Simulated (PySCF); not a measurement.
CH6ClNSi, SMILES C[SiH](N)Cl. Coordinates come from a B3LYP-D3(BJ)/def2-SVP optimisation. Other conformers were not sampled.

Computed equilibrium geometry at B3LYP-D3(BJ)/def2-SVP (PySCF confirms it by a frequency run) as bond lengths and angles (one conformer of several):
Atoms: Si1 C2 N3 Cl4 H5 H6 H7 H8 H9 H10. Bond lengths (Å): Si1–C2 1.867, Si1–N3 1.723, Si1–Cl4 2.108, Si1–H5 1.484, C2–H6 1.102, C2–H7 1.102, C2–H8 1.101, N3–H9 1.017, N3–H10 1.016. Angles (°): C2–Si1–N3 109.6, C2–Si1–Cl4 106.7, C2–Si1–H5 113.8, N3–Si1–Cl4 113.7, N3–Si1–H5 107.6, Cl4–Si1–H5 105.6, Si1–C2–H6 110.6, Si1–C2–H7 110.4, Si1–C2–H8 110.7, H6–C2–H7 108.5, H6–C2–H8 108.8, H7–C2–H8 107.6, Si1–N3–H9 119.2, Si1–N3–H10 119.3, H9–N3–H10 110.2.
Charge 0, spin multiplicity 1.
